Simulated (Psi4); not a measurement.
C$_{2}$Cl$_{3}$, doublet, at a GFN2-xTB geometry. Base run: CAM-B3LYP/STO-3G (Psi4).

Psi4 was given this input:
```
memory 2 GB

molecule {
0 2
  C    -0.01280289    0.20464514    1.02473773
  C     0.00168582    0.32335442   -0.26381268
  Cl   -0.02139799   -0.94010326    2.18439863
  Cl    0.02057196   -1.07353155   -1.37258546
  Cl    0.00474969    1.82728202   -1.08037495
}

set basis sto-3g
set reference uks

energy('cam-b3lyp')
print_variables()
```

Each row names what was changed in the base input (with any setting that the change needs).

```csv
change,ΔE vs base (µEh),SCF cycles,grid points,basis functions,outcome
base,0.0,10,98730,37,converged
guess = huckel,0.0,12,98730,37,converged
scf_type = dfdirj+cosx,-,-,-,-,input refused
e_convergence = 1e-4,0.0,10,98730,37,converged
dft_radial_scheme = multiexp,4.4,10,111059,37,converged
dft_radial_points = 35,-1423,10,47260,37,converged
scf_type = direct,2658,12,98730,37,converged
scf_type = dfdirj+link,-,-,-,-,input refused
df_basis_scf = def2-universal-jkfit,0.0,10,98730,37,converged
dft_nuclear_scheme = stratmann,-0.8,10,92346,37,converged
guess = sap,0.0,11,98730,37,converged
damping_percentage = 20,-3.7,18,98730,37,converged
dft_radial_points = 150,4.4,10,197277,37,converged
```

Open shells are given as the SCF converged; they aren't shown to be the lowest states, and a large step between rows can be another state.

- scf_type = dfdirj+cosx: ended with `psi4.driver.p4util.exceptions.ValidationError: SCF: SCF_TYPE (DFDIRJ+COSX) not supported for range-separated functionals, plese use SCF_TYPE = 'DF' to automatically select the correct JK build.`
- scf_type = dfdirj+link: ended with `psi4.driver.p4util.exceptions.ValidationError: SCF: SCF_TYPE (DFDIRJ+LINK) not supported for range-separated functionals, plese use SCF_TYPE = 'DF' to automatically select the correct JK build.`
